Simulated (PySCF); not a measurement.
Orbital energies and ionisation energy

C₆H₁₄P₂.
Z-matrix (Å and degrees, PBE0-D3(BJ)/def2-SVP geometry), rows numbered from 1:
```
C 
C   1  1.5220
P   2  1.8576  1  113.08
C   3  1.8643  2  100.23  1    74.88
C   4  1.5285  3  111.57  2   163.80
P   5  1.8667  4  110.72  3   -71.37
C   6  1.8670  5   98.60  4    63.93
C   7  1.5283  6  110.66  5   -63.58
H   1  1.1012  2  111.68  3   -63.39
H   1  1.1008  2  111.25  3   176.90
H   1  1.1012  2  111.29  3    56.68
H   2  1.1045  1  110.91  3   123.65
H   2  1.1036  1  110.06  3  -118.59
H   4  1.1057  3  110.00  2    40.80
H   4  1.1025  3  107.51  2   -75.53
H   5  1.1031  4  110.25  3    51.67
H   5  1.1022  4  110.38  3   169.93
H   6  1.4294  5   97.44  4   162.73
H   7  1.1029  6  110.95  5    59.26
H   7  1.1025  6  107.27  5   176.09
H   8  1.1055  3  110.11  2   -41.35
H   8  1.1027  3  107.05  2    74.64
```

Level: CAM-B3LYP/def2-SVPD (PySCF). Frontier orbitals with their largest atomic shares (Löwdin; up to four atoms above 4 %):

| orbital | ε (eV) | main atoms |
| --- | --- | --- |
| HOMO−3 | -9.93 | C2 22 %, P3 19 %, C1 9 %, C8 8 % |
| HOMO−2 | -9.44 | C4 14 %, C8 13 %, C5 12 %, C7 12 % |
| HOMO−1 | -8.08 | P6 56 %, C5 11 %, C7 11 %, H18 6 % |
| HOMO | -7.71 | ? |
| LUMO | 1.30 | P6 12 %, H18 10 %, C5 8 %, C7 8 % |
| LUMO+1 | 1.45 | C1 21 %, C2 10 %, H10 8 %, P3 8 % |
| LUMO+2 | 1.53 | C5 11 %, P6 11 %, C8 8 %, H17 7 % |

What vertical ionisation energy does ΔSCF give, and how far is −ε(HOMO) from it?

ΔSCF: 8.35 eV (806 kJ/mol; threshold wavelength 148 nm); ⟨S²⟩ of the doublet left behind is 0.753, against 0.75 for a pure doublet. −ε(HOMO) is 7.71 eV, 0.64 eV below it. For the exact functional −ε(HOMO) would equal the first vertical ionisation energy; CAM-B3LYP (range-separated hybrid) falls short of its own ΔSCF value by 8 %.

On which atoms does the HOMO lie?

P3 (phosphine phosphorus) 55 %, C2 (sp3 carbon bound to phosphorus) 9 %, C4 (sp3 carbon bound to phosphorus) 9 %, C8 (sp3 carbon bound to phosphorus) 9 %. The HOMO−1 lies 0.37 eV lower.

Shift the occupied levels rigidly so that −ε(HOMO) equals the ΔSCF value. What binding energies result?

The shift is +0.64 eV: HOMO 8.35, HOMO−1 8.72, HOMO−2 10.08, HOMO−3 10.57 eV. A rigid shift is only a rough guide to the deeper ionisations.

With α = 121.2 au, estimate the like-pair dispersion coefficient by London's formula C6 = (3/4)α²I.

I = 0.3070 Eh, so C6 ≈ 3380 au, a rough estimate.

How many of the 10 lowest singlet excitations (vertical TDDFT, same level) lie below the ionisation energy?

All 10; they run from 6.31 to 7.45 eV.

What total energies stand behind the ΔSCF value?

E(N) = -919.26936 Eh and E(N − 1) = -918.96235 Eh at the same geometry, 0.30701 Eh apart.

Geometry: PBE0-D3(BJ)/def2-SVP, one conformer, isolated molecule.
